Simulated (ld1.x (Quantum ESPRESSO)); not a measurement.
Before and after: TM potential for carbon (C)

carbon, norm-conserving Troullier–Martins (Kleinman–Bylander form), made with ld1.x (Quantum ESPRESSO) 7.5 (LDA (PZ), non-relativistic). Core [He], reference 2s2 2p2. Waves: 2p (bound): rc 2.05 bohr; 2s (bound): rc 1.10 bohr. Local part: the s channel. Core correction: a·sin(br)/r model core inside 0.50 bohr.

Change: type PAW; waves now 2s (bound): rcut 0.95, rcutus 1.10 bohr; 2s channel at -0.35 Ry: rcut 0.95, rcutus 1.10 bohr; 2p (bound): rcut 1.80, rcutus 2.05 bohr; 2p channel at -0.1 Ry: rcut 1.80, rcutus 2.05 bohr; local potential all-electron potential smoothed inside 0.85 bohr (lloc = -1); augmentation BG, radius 0.85 bohr.

Cutoffs: the cutoffs (Ry, on a coarse ladder) from which the occupation-weighted sum of valence levels, in a spherical-Bessel basis at the reference potential, stays within 10 and 1 mRy of its value at 400 Ry; they do not see the model core or the augmentation charge, which bear on the density cutoff. Errors are all-electron minus pseudo energies relative to the spin-unpolarised reference configuration.

Q: Predict the effect on cutoff, ghosts and configuration errors.

A: The potential gets softer (35 Ry and 90 Ry → 21 Ry and 35 Ry); the number of tests with a reliable result goes from 9 to 1 (the test run of the changed file stopped, so its transferability is not established); the range in which the s phases agree widens (upper end 2.6 → at the end of the scan); neither file shows a bound ghost. Several settings change at once here, so the effects cannot be laid on one of them.

| quantity | base | changed |
| --- | --- | --- |
| cutoff, loose | 35 Ry | 21 Ry |
| cutoff, tight | 90 Ry | 35 Ry |
| loose cutoff by channel (10 mRy a level) | p 25 Ry, s 30 Ry | s 18 Ry, p 15 Ry |
| bound ghosts | none | none |
| tests with a reliable result | 9 of 9 | 1 of 9 (the test run stopped) |
| error for 2s2 2p1, meV [ΔE 10.99 eV] | +28 | +0.9 |
| s: phases at 2.26 bohr within 0.05 rad from the reference energy up to (Ry; the scan ends near 5) | 2.6 | to the end of the scan |
| p: phases at 2.26 bohr within 0.05 rad from the reference energy up to (Ry; the scan ends near 5) | 2.0 | 2.8 |

Changed file: ld1.x warns that Blöchl-style (BG) augmentation functions are not a good idea.
